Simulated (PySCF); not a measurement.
B3LYP has the VWN-RPA correlation part, as in Gaussian. Delta-SCF ions had no search for a lower state. Excitations are Tamm–Dancoff values on a coarser integration grid. The basis has no diffuse functions, so Rydberg states are missing or too high.

CH5NSi2, SMILES `C=N[SiH]=[SiH2]` (C–N–Si–Si torsion 168°) (charge 0, multiplicity 1)

Method: B3LYP-D3(BJ)/def2-TZVP (PySCF).

The HOMO is -5.73 eV and the dipole moment is 1.60 D. The LUMO is -2.43 eV. The HOMO–LUMO gap comes out as 3.31 eV, the S1 excitation (TDA) is 3.52 eV and the S1 oscillator strength comes out as 0.020. The brightest of the four lowest singlets (TDA) is 3.83 eV and the T1 excitation (TDA) is 1.53 eV. The S1–T1 gap (TDA) is 1.99 eV and the vertical ionisation energy (Delta-SCF) is 7.74 eV. The total energy is -674.8895 Ha and the cost is very roughly 40 core-seconds.

```xyz
9

C     -2.2083     0.2882    -0.4173
N     -1.0096     0.4837    -0.0624
Si     0.3487    -0.5203    -0.4161
Si     2.3229     0.2805    -0.0232
H     -2.9913     0.9877    -0.1123
H     -2.5416    -0.5590    -1.0336
H      0.1352    -1.4968    -1.5201
H      3.4507    -0.6654    -0.1757
H      2.4934     1.2014     1.1205
```
